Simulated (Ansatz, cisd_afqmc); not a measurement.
Species: Zn, charge 0, triplet. This triplet is an excited state, 4.1 eV above the singlet at CCSD(T)/aug-cc-pwCVQZ-DK (Ansatz, a first-principles code).

Total energies in cc-pwCVTZ-DK, 20 correlated electrons, 5 frozen orbitals. Radicals and triplets start from unrestricted determinants; spin-orbit coupling is neglected. The -DK rows use spin-free X2C, correlate 3s3p of the metal (1s2s2p frozen) and give its partners the cc-pVXZ-DK valence sets. AFQMC/CISD: phaseless, guided by CISD from CCSD amplitudes; bars are statistical, one sigma. Outlying blocks are dropped, and bars are widened where a walk drifts. Over all cases where full CI ran beside it in this data, AFQMC minus full CI had a median of +0.1 mEh and passed +0.4 mEh in a tenth of the cases. Open-shell metal atoms are single determinants, not pure terms.

| method | program | energy (Eh) | minus AFQMC/CISD (mEh) |
|---|---|---|---|
| HF | Ansatz | -1794.17508 | 883.7 ± 0.3 |
| MP2 | Ansatz | -1795.13681 | -78.1 ± 0.3 |
| CCSD | Ansatz | -1795.04130 | 17.5 ± 0.3 |
| CCSD(T) | Ansatz | -1795.06089 | -2.1 ± 0.3 |
| AFQMC/CISD | cisd_afqmc | -1795.0587 ± 0.0003 | 0.0 |
